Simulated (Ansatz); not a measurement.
Cost and result for the atomization energy of C2H3BrFGa, SMILES `C=[CH][Ga]([F])[Br]` (8 atoms, 7 bonds).

Z-matrix (Å, degrees):
```
C
C 1 1.331
H 1 1.088 2 121.7
H 1 1.086 2 122.1 3 -180.0
Ga 2 1.926 1 119.8 3 180.0
H 2 1.086 1 120.0 3 -0.0
Br 5 2.270 2 128.3 1 180.0
F 5 1.752 2 117.9 1 -0.0
```

Total charge 0; spin multiplicity 1. Correlated methods include outer-core shells of Br, Ga, which these sets cover unevenly. Scalar relativity is left out up to krypton. Geometry: relaxed with PBE0-D4/def2-TZVP. It is one conformer, not always the lowest. Program: Ansatz. All runs use 4 threads of an Arm Neoverse V1 on a shared host. Times are those of one run each, without the atoms' runs, and a repeat can differ threefold. Electronic energies, without spin–orbit coupling; frozen cores. CCSD(T)/CBS adds CCSD(T) − MP2 in def2-TZVPP to the MP2 limit, and its time is that of the two runs behind it. T1 = 0.012. With those shells the extrapolation isn't a true limit. B3LYP takes the VWN-RPA correlation (the form of Gaussian; ORCA's B3LYP/G). HSE06 is the plane-wave form, built on full-range PBE exchange.

CCSD(T)/CBS is a level of theory with its own doubt, some kJ/mol a heavy atom from the limit and from the frozen cores, so smaller differences don't rank the functionals.

```tsv
level	functions	atomization (kJ/mol)	difference from CCSD(T)/CBS	per bond
LDA (SPW92)/def2-TZVPP	231	3414.7	427.5	61.1
CAM-B3LYP-D4/def2-TZVPP	231	2966.5	-20.7	-3.0
ωB97X-V/def2-TZVPP	231	2974.9	-12.3	-1.8
B2PLYP/def2-TZVPP	231	2941.9	-45.3	-6.5
ωB97M-V/def2-TZVPP (with forces)	231	2963.2	-24.0	-3.4
CCSD(T)/CBS(def2)	–	2987.2	0.0	0.0
B3LYP-D4/def2-TZVPP (with forces)	231	2947.4	-39.8	-5.7
HSE06-D4/def2-TZVPP	231	2984.1	-3.1	-0.4
CCSD(T)/def2-SVP	121	2842.0	-145.2	-20.7
r2SCANh-D4/def2-TZVPP	231	2971.8	-15.4	-2.2
CCSD(T)/def2-TZVPP	231	2919.3	-67.9	-9.7
revPBE-D4/def2-TZVPP	231	2953.4	-33.8	-4.8
MP2/def2-QZVPP	439	3046.4	59.2	8.5
```

Problem. Order the runs by time, with rough figures. (Best estimate.)

Solution. Ansatz gave: LDA (SPW92)/def2-TZVPP 1.6 s; revPBE-D4/def2-TZVPP 2.7 s; HSE06-D4/def2-TZVPP 5 s; CAM-B3LYP-D4/def2-TZVPP 5.5 s; B3LYP-D4/def2-TZVPP (with forces) 7 s; r2SCANh-D4/def2-TZVPP 8 s; B2PLYP/def2-TZVPP 8 s; ωB97X-V/def2-TZVPP 11 s; ωB97M-V/def2-TZVPP (with forces) 16 s; CCSD(T)/def2-SVP 16 s; MP2/def2-QZVPP 31 s; CCSD(T)/def2-TZVPP 5 min; CCSD(T)/CBS(def2) 5.5 min.

From PBE to PBE0 (25 % exact exchange), in def2-TZVPP and without D4, the atomization energy moves by −56.6 kJ/mol: exact exchange takes away binding that semilocal exchange gives to molecules. Leaving LDA and LC-ωPBE aside and taking each functional with its dispersion term where it has one, the values, not all of them listed here, spread over 178.5 kJ/mol, from BHLYP-D4 to PBE-D4. LDA lies +392.0 kJ/mol from PBE without D4, its usual overbinding. At CCSD(T), def2-SVP lies −145.2 kJ/mol from the extrapolated value and def2-TZVPP −67.9 kJ/mol: correlation converges slowly with the basis, and small sets miss more of it in the bonded molecule than in its fragments.
